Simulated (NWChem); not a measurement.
**Lowest excitation of ClFSi**

```xyz
3

Si    -0.7984    -0.4181     0.0000
F      0.2609    -1.6610     0.0000
Cl     0.5194     1.2237     0.0000
```
Charge 0, spin multiplicity 1.

Everything below was run with NWChem. Structure: optimised with B3LYP/def2-SVP, a minimum by its harmonic frequencies.

Basis set: aug-cc-pVDZ.

The correlated methods keep 11 core orbitals frozen. B3LYP has NWChem's definition, with VWN1-RPA local correlation. The structure started from a generated list of species. Coupled-cluster values serve here as a point of comparison, not as the truth.

### Question
For the lowest vertical singlet excitation energy, TD-LDA (SVWN5) gives 4.25 eV and TD-B3LYP gives 4.42 eV. What do EOM-CCSD, CIS give?

### Answer
EOM-CCSD: 4.65 eV; CIS: 4.96 eV.
